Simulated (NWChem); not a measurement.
System: C₃H₅Cl; SMILES ClC1CC1

Here is an NWChem input.

```
start job
memory heap 200 mb stack 900 mb global 1100 mb
geometry units angstroms noautosym nocenter noautoz
  Cl    -0.086628    -1.396161     0.000000
  C      0.546529     0.246930     0.000000
  C     -0.177879     1.312989    -0.752217
  C     -0.177879     1.312989     0.752217
  H      1.639080     0.247783     0.000000
  H      0.420383     2.056037    -1.286971
  H     -1.102831     1.022441    -1.256475
  H      0.420383     2.056037     1.286971
  H     -1.102831     1.022441     1.256475
end
basis spherical
  Cl library aug-cc-pvdz
  C library aug-cc-pvdz
  H library aug-cc-pvdz
end
dft
  xc slater vwn_5
  iterations 150
end
property
  response 1 0.0
end
task dft property
```

Coordinates come from a PBE0/def2-SVP optimisation.

Static field.

**Question.** Give the results of this calculation. (LDA (Slater exchange, VWN5)/aug-cc-pVDZ.) Quantities: isotropic polarisability (bohr³); anisotropy (bohr³).

**Answer.** 
| Item | Result |
|---|---|
| isotropic polarisability (bohr³) | 51.7 |
| anisotropy (bohr³) | 15.0 |
